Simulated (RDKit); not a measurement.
A run for RDKit: UFF on CH4 (SMILES C).

```python
from rdkit import Chem
from rdkit.Chem import AllChem, rdDetermineBonds

blocks = [
'''5

C    -0.01156327   -0.11300561    2.89011550
H     0.99656198    0.20099050    2.62119214
H    -0.67512044    0.75185024    2.89035600
H    -0.37225496   -0.85410555    2.17801605
H     0.00284445   -0.54893085    3.88768074
''',
]
mol = None
for b in blocks:
    f = Chem.MolFromXYZBlock(b)
    rdDetermineBonds.DetermineBonds(f, charge=0)
    mol = f if mol is None else Chem.CombineMols(mol, f)
Chem.SanitizeMol(mol)
print(Chem.MolToSmiles(Chem.RemoveHs(mol)))
ff = AllChem.UFFGetMoleculeForceField(mol, vdwThresh=100.0, ignoreInterfragInteractions=False)
e = ff.CalcEnergy()
print(f'UFF energy {e:.6f} kcal/mol')
```

Output:

```
C
UFF energy 0.536518 kcal/mol
```

The run finished.

Cost: roughly 0.03 core-seconds.
